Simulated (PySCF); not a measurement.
**Dipole response of Rh²⁺ (rhodium, charge +2)**

[Kr] 4d7, high-spin 4F determinant. All numbers are calculated (PySCF 2.14, a scalar-relativistic core potential, in aug-cc-pVDZ-PP with ECP28MDF). Coupled (time-dependent) response in atomic units; α is the mean over directions. A double-zeta set is small for polarisabilities.

| method | mean α (bohr³) | C₆ (like pair) | S(−4) |
| --- | --- | --- | --- |
| UHF | 6.447 | 33.75 | 10.18 |
| PBE | 7.380 | 39.15 | 16.01 |
| PBE0 | 7.059 | 37.35 | 13.68 |
| wB97M-V | 7.154 | 37.71 | 14.86 |
| M06-2X | 6.948 | 36.30 | 13.45 |

S(−4) is the Cauchy moment in α(ω) = α(0) + S(−4) ω² + …

Spin-orbit coupling is absent.

α(iu) at UHF:

| u (hartree) | α(iu) (bohr³) |
| --- | --- |
| 0 | 6.447 |
| 0.0500 | 6.422 |
| 0.100 | 6.348 |
| 0.200 | 6.084 |
| 0.300 | 5.723 |
| 0.500 | 4.945 |
| 0.750 | 4.092 |
| 1.00 | 3.406 |
| 1.50 | 2.412 |
| 2.00 | 1.762 |
| 3.00 | 1.028 |
| 5.00 | 0.4560 |

A single London oscillator, α(iu) = α/(1 + u²/ω²), gives C₆ = (3/4) ω α². Matching the computed C₆ needs ω = 4 × 33.75 / (3 × 6.447²) = 1.08 hartree.

For an ion, C₆ is the dispersion term alone; charge-induced terms of lower order in 1/R come first.

Energies and moments cover only the electrons outside the core potential.
